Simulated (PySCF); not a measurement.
## Structure revision by computed shifts

A compound C₄H₉FO₂Si₂ gives the data below (simulated from a calculation) and was assigned the structure `CO[C@H]1C=C(F)[SiH2][SiH2]O1`.

¹³C{¹H} NMR (computed): δ 167.6 (CH), 145.9 (C), 113.2 (CH), 57.8 (CH3).

¹H NMR (400 MHz, computed): δ 7.15 (m, 1H), 5.83 (m, 1H), 5.58 (m, 1H), 5.57 (m, 1H), 5.57 (m, 1H), 5.46 (m, 1H), 3.73 (s, 3H).

[PySCF 2.14.0 with density-fitted response routines: shieldings: GIAO PBE0/pcSseg-1; GFN2-xTB geometry; a single conformation; gas phase; non-relativistic Hamiltonian; averaged over atoms made equivalent by symmetry, fast rotation or ring inversion]

δ = σ(ref) − σ, references computed at the same level: TMS for ¹H, ¹³C.

Problem. Compare with the shifts computed for the proposed structure, pairing carbons in order of shift.

Solution. Structure with atom numbers: `[CH3:1][O:2][C@H:3]1[CH:4]=[C:5]([F:6])[SiH2:7][SiH2:8][O:9]1`. Hydrogens are named by the atom that carries them.

| atom | computed for proposal | given list | difference |
| --- | --- | --- | --- |
| C5 | 179.3 | 167.6 | +11.7 |
| C4 | 135.4 | 145.9 | -10.5 |
| C3 | 98.7 | 113.2 | -14.5 |
| C1 | 59.3 | 57.8 | +1.5 |

The rms difference is 10.7 ppm and the largest -14.5 ppm at C3 (sp3 carbon bearing two oxygens). The carbon types in order of shift don't match either: C, CH, CH, CH3 for the proposal against CH, C, CH, CH3 in the data. The proposal doesn't fit.

Problem. Which isomer fits?

Solution. SMILES CO[C@@H]1C=C([SiH2]F)[SiH2]O1.

- Carbon types of the structure: 1 × C, 2 × CH, 1 × CH3, leaving 4 H on heteroatoms.
- δC 167.6: alkene CH.
- δC 145.9: fully substituted alkene carbon; an sp2 carbon of a C=C bond.
- δC 113.2: sp3 carbon bearing two oxygens; 2 electronegative neighbours deshield it.
- δH 7.15: hydrogen on an alkene CH; attached to an sp2 carbon and in the plane of the double bond.

Other isomers checked: CO[C@H]1O[SiH2]C(F)=C[SiH2]1 (rms 18.7 ppm).

This is the structure that produced the data.

Splittings by ¹⁹F in the carbon and heteronuclear signals aren't shown, as no couplings were computed. Shifts are as computed. Against solution values, carbons near 30 ppm lie about +3 ppm off and those near 130 ppm about +5 ppm. Of 1309 compounds with measured shifts, 239 miss one by over three times the rms of a fit or turn the order of signals round; such compounds aren't used in these exercises. Multiplicities follow the n + 1 count of equivalent neighbours, as no J values were calculated; m marks all less simple cases, F and P coupling included.
